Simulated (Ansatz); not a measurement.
Spectroscopic constants of TeN, multiplicity 4 (an upper state: multiplicity 2 came lower at CCSD(T)/def2-TZVPP on PBE0 minima). No spin–orbit coupling.

The constants come from a fifth-degree fit in 1/R (seven points, main isotopes). In def2 and cc sets the state is the lowest found near the PBE0 minimum, followed along R.

The values were computed with Ansatz (Gaussian basis) for Hartree–Fock, density functionals and correlated methods.  In def2 rows elements past Kr take small-core potentials, without spin–orbit coupling.

| level | r_e (Å) | ω_e (cm⁻¹) | ω_e x_e (cm⁻¹) | dipole (D) |
|---|---|---|---|---|
| PBE/def2-TZVPP | 2.064 | 568 | 3.0 | 2.15 |
| PBE0/def2-TZVPP | 2.044 | … | 3.2 | 1.98 |
| wB97X-V/def2-TZVPP | … | … | 3.3 | 1.98 |

Q: Complete the blanks.

A: 
- wB97X-V/def2-TZVPP, r_e (Å): 2.040
- wB97X-V/def2-TZVPP, ω_e (cm⁻¹): 585
- PBE0/def2-TZVPP, ω_e (cm⁻¹): 583

Ansatz is an electronic-structure program.
